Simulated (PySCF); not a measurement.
Correlation energy of C²⁺ (carbon, charge +2)

[He] 2s1 2p1, high-spin 3P determinant (an excited configuration). All numbers are calculated (PySCF 2.14, the non-relativistic Hamiltonian (point nucleus), in aug-cc-pVTZ (5s4p3d2f, 46 functions)). Frozen: 1s2; 2 electrons correlated.

With two correlated electrons CCSD is exact within the correlated space (frozen core and kept virtual orbitals).

```
level  correlation energy (mhartree)
 CCSD                          -4.85
```

Diagnostics: T1 = 0.0011, D1 = 0.0020, largest double amplitude 0.021.

Problem. Is a single reference adequate?

Solution. Yes: T1 lies below 0.03 and no double amplitude reaches 0.07.
